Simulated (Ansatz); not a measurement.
`OC[SiH2]Br` → CH₃OH + `[SiH]Br` at 600 K and 1 bar (silylene formation by 1,1-elimination).

Program: Ansatz. Geometries: PBE0-D4/def2-TZVP. ΔE: electronic, gas phase. CCSD(T)/CBS is the MP2 limit (def2-TZVPP, def2-QZVPP) plus CCSD(T) − MP2 in def2-TZVPP, frozen cores. This one scheme is used for every species. For Br outer-core shells are correlated without core-valence functions, which leaves a few kJ/mol of doubt a bond. Scalar relativity is left out up to krypton. Each species was taken in one conformer, which may not be the lowest.

```
     species  CCSD(T)/CBS energy (Eh)  H − E (kJ/mol)  S (J/(mol·K))
`OC[SiH2]Br`              -2978.66534           211.9          414.0
       CH₃OH               -115.61712           163.6          277.3
   `[SiH]Br`              -2862.97869            44.0          294.9
```

H − E and S are ideal-gas, rigid-rotor, harmonic terms from PBE0-D4/def2-TZVP, for one conformer and one mirror image of each species. 1 Eh = 2625.50 kJ/mol, R = 8.31446 J/(mol·K).

Problem. By hand: ΔE, ΔH, ΔS and ΔG.

Solution. ΔE = (-115.61712) + (-2862.97869) − (-2978.66534) = 0.06953 Eh = 182.6 kJ/mol. Δ(H − E) = 163.6 + 44.0 − 211.9 = -4.3, so ΔH = 178.3 kJ/mol. ΔS = 277.3 + 294.9 − 414.0 = 158.2 J/(mol·K). ΔG = 178.3 − 600 × (158.2)/1000 = 83.4 kJ/mol.

Problem. By hand: the equilibrium constant, and the temperature at which ΔG would vanish if ΔH and ΔS stayed fixed.

Solution. log₁₀ K = −ΔG/(RT ln 10) = -7.3. ΔG = 0 at ΔH/ΔS = 1127 K.

The number of gas molecules changes by +1, which sets the sign of ΔS. A doubt of 5 kJ/mol in ΔE shifts log₁₀ K by 0.4 here. Other conformers and mirror images would add mixing entropy, several J/(mol·K) or more a flexible species. These are equilibria of isolated gas molecules and say nothing of rates. Largest T1 diagnostic: 0.011 (customary marks: 0.02 for closed shells, 0.045 for open ones).
